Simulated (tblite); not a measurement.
Species: C₈H₁₀P₂.
Geometry (GFN2-xTB, Å), atoms numbered from 1 in this order:
```xyz
20
C8H10P2 angstrom
P     -2.3753    1.1333   -1.3043
P     -1.6861    0.6727    0.7136
C     -1.7890   -1.1884    0.6008
C     -0.6760   -1.6563   -0.3387
C      0.4567   -0.6854   -0.2019
C      1.7746   -0.9225   -0.5450
C      2.7154    0.0845   -0.3916
C      2.3450    1.3253    0.0997
C      1.0266    1.5732    0.4450
C      0.0874    0.5676    0.2902
H     -3.6810    1.3754   -0.8773
H     -2.0290    2.4763   -1.1681
H     -2.7804   -1.5054    0.2711
H     -1.6276   -1.5792    1.6099
H     -1.0332   -1.6285   -1.3748
H     -0.3658   -2.6789   -0.1167
H      2.0677   -1.8887   -0.9303
H      3.7457   -0.1023   -0.6562
H      3.0878    2.1005    0.2185
H      0.7315    2.5374    0.8337
```

Computed values, GFN2-xTB/tblite, gas phase, harmonic and unscaled. Errors from tens to a few hundred cm⁻¹ against measured bands are possible. Modes of hydrogen on phosphorus can be 10 to 20 % off. One conformer, not necessarily the lowest.

Harmonic wavenumbers (cm⁻¹): 76.6, 91.3, 130.7, 170.9, 198.4, 253.8, 314.7, 395.4, 440.7, 458.2, 473.0, 497.6, 562.5, 654.3, 681.5, 697.3, 724.6, 754.0, 772.2, 786.6, 836.8, 879.7, 909.5, 927.2, 944.7, 1019.3, 1047.0, 1083.7, 1100.8, 1121.6, 1143.7, 1159.9, 1179.6, 1222.5, 1241.2, 1251.4, 1288.6, 1331.4, 1433.5, 1442.1, 1450.8, 1459.2, 1580.3, 1591.9, 2247.6, 2311.2, 2919.8, 2945.2, 2968.4, 2977.2, 3070.4, 3071.9, 3081.0, 3091.8.

A = 1764, B = 784.2, C = 669.3 MHz; mass 168.026 u (most abundant isotopes); point group C1, symmetry number 1.

Task: Zero-point energy?

Result: ½Σν̃ = 33233 cm⁻¹ = 95.02 kcal/mol.

Task: Give the ideal-gas entropy at 500 K and 1 bar in the rigid-rotor, harmonic-oscillator model (classical rotation).

Result: Translation 43.86, rotation 31.77, vibration 48.22: S = 123.9 cal/(mol K).

Task: And Cp and H(500 K) − H(0)?

Result: Cp = 61.85 cal/(mol K), of which vibrations give 53.90 (their classical limit is 54 R = 107.3); H(500 K) − H(0) = 17.24 kcal/mol without the zero-point energy, 13.27 from vibrations.

Task: Which modes carry the vibrational entropy at 500 K?

Result: 76.6 cm⁻¹: 5.00; 91.3 cm⁻¹: 4.65; 130.7 cm⁻¹: 3.94; 170.9 cm⁻¹: 3.42; 198.4 cm⁻¹: 3.13; 253.8 cm⁻¹: 2.66 cal/(mol K); the other 48 give 25.43 together.

Task: Blend soft modes into free rotors: weight 1/[1 + (100 cm⁻¹/ν̃)⁴] for the oscillator and the rest for a rotor with moment μB/(μ + B), μ = h/(8π²ν), B = 10⁻⁴⁴ kg m². What vibrational entropy results?

Result: 46.21 cal/(mol K) in place of 48.22, which changes −T·S at 500 K by +1.01 kcal/mol.

Task: How do the functions run with temperature in this model?

Result: 
| T (K) | S (cal/(mol K)) | Cp (cal/(mol K)) | H − H(0) (kcal/mol) | G − H(0) (kcal/mol) | ln q(vib) |
| --- | --- | --- | --- | --- | --- |
| 50 | 59.0 | 11.8 | 0.46 | -2.49 | 0.23 |
| 100 | 68.9 | 17.2 | 1.19 | -5.70 | 1.08 |
| 298.15 | 97.6 | 40.3 | 6.80 | -22.30 | 5.64 |
| 373.15 | 107.6 | 49.2 | 10.16 | -29.99 | 7.56 |
| 750 | 152.4 | 78.7 | 34.99 | -79.32 | 17.54 |
| 1000 | 176.6 | 89.1 | 56.06 | -120.52 | 23.82 |

q(vib) and H(0) count from the zero-point level.

Hindered rotation and anharmonicity are outside this model. Other conformers, if any are populated, would add a mixing term that is left out. The structure is chiral; the term R ln 2 for an equal mix with its mirror image is left out.
